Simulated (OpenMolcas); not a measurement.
# A ladder of methods for SiHCl2F (SMILES F[SiH](Cl)Cl)

The species is SiHCl2F (5 atoms), meant as a singlet with charge 0. As SMILES, `F[SiH](Cl)Cl`. The shape is that of a PBE0-D4/def2-TZVP optimisation.

```xyz
5

F     0.0355   -0.6827    1.4669
Si    0.1157   -0.0484    0.0208
Cl   -0.5119    1.8723    0.1315
Cl   -1.0928   -1.1087   -1.2083
H     1.5033   -0.1061   -0.4524
```

Each level gives the energy change with the Si2–H5 bond stretched from 1.467 to 1.907 Å (eV). The values are calculated.

```tsv
level	kind	program	value (eV)	less CCSD(T)/def2-SVPD
HF/def2-SVPD (unrestricted)	Hartree–Fock	OpenMolcas	1.24	+0.19
SVWN5/def2-SVPD (restricted)	LDA	OpenMolcas	0.91	-0.14
PBE/def2-SVPD (restricted)	GGA	OpenMolcas	0.91	-0.14
M06-L/def2-SVPD (restricted)	meta-GGA	OpenMolcas	1.10	+0.05
TPSS/def2-SVPD (restricted)	meta-GGA	OpenMolcas	1.03	-0.02
M06-2X/def2-SVPD (restricted)	hybrid meta-GGA	OpenMolcas	1.11	+0.06
B2PLYP/def2-SVPD (restricted)	double hybrid	OpenMolcas	1.08	+0.03
MP2/def2-SVPD (restricted)	perturbation theory	OpenMolcas	1.12	+0.07
CCSD(T)/def2-SVPD (Cholesky decomposition) (restricted)	coupled cluster or CI	OpenMolcas	1.05	0.00
```

Differences are taken from CCSD(T)/def2-SVPD (Cholesky decomposition) (restricted) for orientation; it has basis-set and higher-order errors of its own. The first shape isn't each level's own minimum. The values span 0.91 to 1.24 eV.
